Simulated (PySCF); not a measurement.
Work out the structure from these simulated measurements.

Formula: C2H5BF3PSi.

| Item | Value |
| --- | --- |
| UV, strongest line | among the 10 lowest singlet transitions: S9 at 6.92 eV (179 nm, f = 0.480) [TDDFT CAM-B3LYP/def2-SVPD] |
| Triplet | lowest triplet excitation (Tamm–Dancoff): 3.54 eV [TDA CAM-B3LYP/def2-SVPD] |
| 13C NMR | chemical shifts (computed TMS as zero) by class: 172.0 (1 C), 134.7 (1 C) ppm [GIAO B3LYP/pcSseg-1] |
| Rotational structure | rotational constants A, B, C: 2.786, 0.659, 0.599 GHz [PBE0-D3(BJ)/def2-SVP] |
| UV, first state | lowest singlet excitation: 4.82 eV (257 nm, f = 0.088) [TDDFT CAM-B3LYP/def2-SVPD] |
| Dipole | 1.03 D [CAM-B3LYP/def2-SVPD] |
| 1H NMR | chemical shifts (computed TMS as zero) by class: 8.09 (2 H), 4.93 (2 H), 3.81 (1 H) ppm [GIAO B3LYP/pcSseg-1] |

Electronic properties: PySCF, gas phase, density fitting. Levels stand in brackets. The structure is a single PBE0-D3(BJ)/def2-SVP conformer in the gas phase; no vibrational or solvent corrections. NMR classes are plain means over equivalent atoms (diastereotopic ones count apart unless rotation or inversion swaps them), as if these changed places fast.

Task: Propose a structure and show how it fits.

Result: Numbering: `[BH2:1][PH:2][SiH2:3][C:4]([F:5])=[C:6]([F:7])[F:8]`. 2 carbons fall into 2 classes; from least to most shielded: =CF2 carbon [C6] (172.0 ppm), vinylic C–F carbon [C4] (134.7 ppm). Hydrogen classes from least to most shielded: 2 H on a three-coordinate boron, B1 (8.09 ppm), 2 H on an SiH2 silicon, Si3 (4.93 ppm), 1 H on a three-coordinate phosphorus, P2 (3.81 ppm). S1 is mainly HOMO→LUMO (weight 0.86); the largest Löwdin shares of the orbital it empties are 0.59 on the three-coordinate phosphorus, 0.17 on the three-coordinate boron, 0.10 on the SiH2 silicon and 0.06 on the P–H hydrogen, of the orbital it fills 0.46 on the three-coordinate boron, 0.23 on the three-coordinate phosphorus and 0.08 on each of 2 atoms of one kind (B–H hydrogen). The optimised geometry has point group C1 and is an asymmetric top. Structure: `BP[SiH2]C(F)=C(F)F`. The assignments are read from this structure; whether some other isomer fits the data as well wasn't checked.

The values belong to the conformer `[BH2:1][PH:2][SiH2:3][C:4]([F:5])=[C:6]([F:7])[F:8]`: B1–P2–Si3–C4 174°, P2–Si3–C4–F5 74°.
